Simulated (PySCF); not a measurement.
(Z)-2-chloro-3-fluorobut-2-ene (C4H6ClF), SMILES C(=C(/C)Cl)(/C)F.

Geometry: B3LYP-D3(BJ)/def2-SVP.

Method: B3LYP-D3(BJ)/def2-SVP (PySCF 2.14.0).

Frequencies are harmonic and unscaled.

```tsv
mode	ν (cm⁻¹)	IR (km/mol)	Raman (Å⁴/amu)	depolarisation	moving atoms (share of kinetic energy)
1	143	0.3	0.2	0.75	C 35 %, H 30 %, F 22 %, Cl 13 %
2	156	1.0	0.1	0.75	H 94 %
3	183	0.0	0.0	–	H 91 %
4	225	0.8	0.8	0.74	F 37 %, Cl 36 %, C 22 %
5	322	1.3	0.3	0.75	C 65 %, H 24 %, F 8 %
6	336	0.3	2.5	0.55	C 54 %, H 31 %, Cl 12 %
7	386	1.3	0.9	0.14	C 27 %, Cl 26 %, H 24 %, F 23 %
8	512	11.1	4.2	0.65	C 53 %, F 26 %, H 11 %, Cl 10 %
9	552	0.7	5.4	0.75	C 77 %, H 18 %
10	629	19.1	9.3	0.16	C 53 %, H 16 %, Cl 16 %, F 16 %
11	865	17.1	2.0	0.24	C 51 %, H 30 %, F 15 %
12	996	6.0	5.8	0.72	H 66 %, C 25 %, F 9 %
13	1042	2.5	0.8	0.75	H 68 %, C 32 %
14	1055	0.2	0.8	0.75	H 65 %, C 35 %
15	1101	62.1	0.5	0.38	C 53 %, H 46 %
16	1167	45.2	0.5	0.35	C 76 %, H 18 %
17	1280	71.1	0.4	0.36	C 70 %, H 18 %, F 12 %
18	1400	0.9	13.9	0.74	H 67 %, C 33 %
19	1410	14.9	26.7	0.32	H 73 %, C 27 %
20	1441	0.0	1.3	0.75	H 97 %
21	1445	15.3	24.2	0.75	H 97 %
22	1454	4.9	17.3	0.60	H 96 %
23	1462	9.5	42.8	0.66	H 95 %
24	1776	31.2	48.9	0.22	C 96 %
25	3031	26.3	49.3	0.25	H 97 %
26	3034	10.1	392.8	0.04	H 97 %
27	3094	7.6	135.6	0.75	H 91 %, C 9 %
28	3099	8.9	103.2	0.75	H 91 %, C 9 %
29	3144	12.4	48.3	0.72	H 91 %, C 9 %
30	3170	8.7	59.2	0.73	H 91 %, C 9 %
```
